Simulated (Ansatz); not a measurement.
```yaml
crystal:
  periodic: [false, false, false]
  atoms:
    - {symbol: F, position_ang: [0.110999, -1.538580, -1.137099]}
    - {symbol: C, position_ang: [-0.190235, -0.377724, -0.445360]}
    - {symbol: In, position_ang: [1.403592, 0.328152, 0.861210]}
    - {symbol: C, position_ang: [-1.605961, -0.091540, -0.482724]}
    - {symbol: N, position_ang: [-0.943441, 0.576386, -1.301065]}
    - {symbol: H, position_ang: [2.829469, -0.408447, 0.840290]}
    - {symbol: H, position_ang: [0.960181, 1.693658, 1.880085]}
    - {symbol: H, position_ang: [-2.628855, -0.220911, -0.173628]}
basis:
  gaussian: {orbitals: def2-SVPD, fitting: {mean_field: cc-pVTZ-jkfit}, point_charges: [{charge: -1.00, position_ang: [6.631, -0.959, -0.481]}]}
total_charge: 1
magnetization: {spin_polarized: true, initial_magnetization: 1}
hamiltonian: {xc: {name: BHLYP}}
scf: {lower_state_search: full}
```

```sh
$ ansatz run in.yaml --threads 4 --pin off --events-out ev --progress --plain --max-ram 10444MiB
```

(1) How does Ansatz answer? (An estimate is asked.)

## Answers

(1) The calculation gave: The input was rejected before any iteration.
```
Functional definition: BHLYP
Error: <dir> the basis set cc-pVTZ-JKFIT has no functions for In
```
